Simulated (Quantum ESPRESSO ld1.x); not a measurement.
The numbers below are computed, except where a source is named.
One sound ld1.x (Quantum ESPRESSO 7.5) input for the iridium ion Ir2+ gives E = -17857.08 hartree in 32 iterations:

```
 &input
    zed=77.0,
    iswitch=1,
    rel=2,
    dft='PBE',
    config='[Xe] 4f14 5d7',
    lsmall=.true.,
    prefix='ld1',
    max_out_wfc=37,
    file_charge='ld1.rho',
 /
```

Changed or added lines, one case at a time, and what came of them:

- cau_fact=73.06: crashed. The program stops in dirsol with "no classical turning point found": with c below Z the Dirac equation of a point nucleus has no 1s solution.
- iswitch=5: refused. The program stops in ld1_readin with "wrong iswitch": iswitch takes 1 to 4.
- tr2=1e-1: inaccurate. The cycle stops early, after 5 iterations, and the energy is off by -7.839 hartree against the sound run.
- rmax=6.0: inaccurate. The mesh cuts the orbital tails; the run ends without a warning, but the energy is off by -0.0002715 hartree against the default mesh.
- lsd=2: refused. The program stops in ld1_readin with "lsd not correct": lsd takes 0 or 1.
- tr2=1e-22: usable despite the warning. The threshold lies below the rounding noise, so the cycle runs to its limit and warns, but the energy differs from the sound run by less than 1e-5 hartree.
- config='[Xe] 4f14 5d7 6p3': not converged. The string holds 78 electrons for Z = 77, so the species has charge -1 and is not the one meant. The extra electrons are not bound, and the cycle does not converge.
